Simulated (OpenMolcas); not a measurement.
## OpenMolcas input wanted

SnS: 2 atoms, total charge 0, spin state singlet. SMILES: `[S][Sn]`. The bond length is the measured one.

| atom | x (Å) | y (Å) | z (Å) |
| --- | --- | --- | --- |
| S | 0.0000 | 0.0000 | 0.0000 |
| Sn | 0.0000 | 0.0000 | 2.2090 |

Settings wanted:

```
method           : DFT
reference        : RKS
symmetry         : none
basis set        : def2-TZVP
task             : gradient
functional       : SCAN
nucleus          : point
integration grid : Fine
```

**Question.** Give an OpenMolcas 26.06 job that does this.

**Answer.** One that was run (others would do as well):

geom.xyz:
```
2

S      0.000000     0.000000     0.000000
Sn     0.000000     0.000000     2.209026
```

job.inp:
```
* SSn Kohn-Sham DFT

&GATEWAY
  BASLIB=$CurrDir
  COORD=geom.xyz
  BASIS=def2-TZVP
  GROUP=NoSym

&SEWARD
  GRIDINPUT
  Grid=Fine
  End of Grid

&SCF
  KSDFT=2
  1.0 MGGA_X_SCAN
  1.0 MGGA_C_SCAN
  PRORBITALS=0

&ALASKA
```

```bash
$ export MOLCAS_MEM=1860
$ pymolcas job.inp > job.log
```

(Basis files named in the input come from the Basis Set Exchange and aren't shown.)

Calculated total energy: -612.64360 Eh, largest force 0.009 eV/Å.
